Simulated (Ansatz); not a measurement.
Gas-phase electronic energies from Ansatz, PBE0-D4/def2-TZVP geometries. CCSD(T)/CBS is the MP2 limit (def2-TZVPP, def2-QZVPP) plus CCSD(T) − MP2 in def2-TZVPP, frozen cores. This one scheme is used for every species. DFT in def2-TZVPP. Open shells (•) are unrestricted, without spin–orbit coupling. Each species was taken in one conformer, which may not be the lowest.

Consider the homolysis of the Si–Si bond: `F[SiH](F)[Si](Cl)(Cl)Cl` → `Cl[Si](Cl)Cl`• + `F[SiH]F`•.

```tsv
level	ΔE (kJ/mol)
PBE-D4	312.2
HF/def2-TZVPP	243.7
CCSD/def2-TZVPP	323.8
MP2/CBS(def2)	340.0
```

Task: What does CCSD(T)/CBS give? (Best estimate.)

Result: Computed: +339.9 kJ/mol. The listed levels differ from it by -27.7, -96.2, -16.1, 0.1 kJ/mol.

Largest T1 diagnostic among the species: 0.014.

From PBE to PBE0 (25 % exact exchange), in def2-TZVPP and without D4, ΔE moves by +9.9 kJ/mol. Leaving LDA and LC-ωPBE aside and taking each functional with its dispersion term where it has one, the values, not all of them listed here, spread over 35.0 kJ/mol, from BLYP-D4 to ωB97X-V. LDA lies +47.6 kJ/mol from PBE without D4, its usual overbinding.

CCSD(T)/CBS has its own doubt, a few kJ/mol and more with outer-core shells, so smaller differences from it don't rank the levels.
